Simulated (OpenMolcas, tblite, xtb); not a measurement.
A ladder of methods for CH5FOSn (SMILES [CH3][SnH]([OH])[F])

CH5FOSn: 9 atoms, total charge 0, spin state singlet. SMILES: `[CH3][SnH]([OH])[F]`. The shape is that of a PBE0-D4/def2-TZVP optimisation. This is one conformer, not always the lowest.

| atom | x (Å) | y (Å) | z (Å) |
| --- | --- | --- | --- |
| C | -0.3480 | 1.3209 | -0.1726 |
| Sn | -0.2712 | -0.7574 | 0.2376 |
| O | 1.5274 | -1.3464 | 0.7250 |
| F | -0.6132 | -1.5960 | -1.4646 |
| H | -1.3617 | 1.6034 | -0.4558 |
| H | -0.0436 | 1.8854 | 0.7085 |
| H | 0.3298 | 1.5391 | -0.9976 |
| H | -1.3087 | -1.4770 | 1.3718 |
| H | 2.1777 | -1.2184 | 0.0306 |

Quantity: the energy change with the Sn2–F4 bond stretched from 1.928 to 2.507 Å, in eV. The values are calculated.

| level | kind | program | value (eV) | CPU time (all runs) |
| --- | --- | --- | --- | --- |
| GFN0-xTB | semi-empirical | xtb | 0.51 | under 2 s |
| IPEA1-xTB | semi-empirical | tblite | 0.62 | under 2 s |
| HF/def2-SVP (core potential) (unrestricted) | Hartree–Fock | OpenMolcas | 1.92 | 15 s |
| SVWN5/def2-SVP (core potential) (restricted) | LDA | OpenMolcas | 1.63 | 64 s |
| BLYP/def2-SVP (core potential) (restricted) | GGA | OpenMolcas | 1.29 | 74 s |
| r2SCAN/def2-SVP (core potential) (restricted) | meta-GGA | OpenMolcas | 1.57 | 89 s |
| B3LYP/def2-SVP (core potential) (restricted) | global hybrid | OpenMolcas | 1.53 | 62 s |
| BHLYP/def2-SVP (core potential) (restricted) | global hybrid | OpenMolcas | 1.79 | 53 s |
| B2PLYP/def2-SVP (core potential) (restricted) | double hybrid | OpenMolcas | 1.61 | 46 s |
| MP2/def2-SVP (core potential) (restricted) | perturbation theory | OpenMolcas | 1.73 | 21 s |

The first shape isn't each level's own minimum. The values span 0.51 to 1.92 eV. In the correlated wave-function rows the outer d shell of Sn is correlated, in sets not made for it. CPU times are rough (shared hosts, several kinds of processor): they show what a rung costs within a factor of a few.
